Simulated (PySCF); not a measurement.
W(O)(NH)(F)(Br) (BrFHNOW), SMILES [O]=[W]([F])([Br])=[NH], multiplicity 1. Coordinates come from a PBE-D3(BJ)/def2-SVP optimisation. The multiplicity is an assumed one; no other spin state was optimised. The structure was generated by enumeration; whether it is a known compound was not checked. The def2 effective core potentials stand for the cores of W; spin–orbit coupling is left out.

Computed equilibrium geometry at PBE-D3(BJ)/def2-SVP (PySCF confirms it by a frequency run) as a Z-matrix:
```
W
O 1 1.7161
N 1 1.7599 2 107.60
H 3 1.0262 1 147.40 2 -1.59
F 1 1.8819 2 109.88 3 117.25
Br 1 2.4385 2 108.09 3 -114.93
```
